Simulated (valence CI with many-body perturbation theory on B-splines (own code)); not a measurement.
# Questions on Hf L

Method: relativistic CI+MBPT: five valence electrons over a frozen Dirac-Fock core [Ar], radial functions for each j: 7 s, 7 p, 8 d, 6 f, 4 g, 1 h, with the one-electron correlation potential Σ1, the two-electron term Σ2, the three-electron term Σ3, Breit, model QED; selected CI, second order for the rest, scaled by the run's own slope (own B-spline code, finite nucleus).

No measured spectrum was set against this ion. As an estimate, large intervals hold to a few tenths of a per cent, small ones and those within an open d or f shell to about a per cent. Excitations out of the core, of the other parity, are not computed and may begin above about 239 eV (a cautious bound); beyond it only levels of the ground parity were kept, without lifetimes. Only levels of the ground parity were solved; by the run's estimate the other parity begins above the list, which can be wrong where configurations are misplaced.

Levels are named by their leading jj configuration (3d3/2^4 stands for four electrons in 3d with j = 3/2), which in mixed levels can hold well under half, so a name can repeat and another be missing.

Rates and lifetimes use the calculated energies. Strong lines usually hold to 10 to 20 %, long lifetimes can be off by a factor of two.

(1) What is the ground level?

(2) What is the ionisation energy?

(3) How well does LS coupling describe the low levels?

Answers

(1) (3d3/2^4 3d5/2) J=5/2, composition 26 % 3d⁵ ⁴P + 25 % 3d⁵ ²D + 17 % 3d⁵ ²F, g = 1.295.

(2) 4372.6 eV; NIST lists 4372 ± 4 eV (theoretical).

(3) Among the lowest 20 levels the leading LS term, summed over configurations, holds 48 % on average. For single configurations the figures are 48 % in LS and 97 % in jj coupling. Terms mix most in the J = 5/2 level at 0 cm⁻¹, where the leading one holds 26 %.
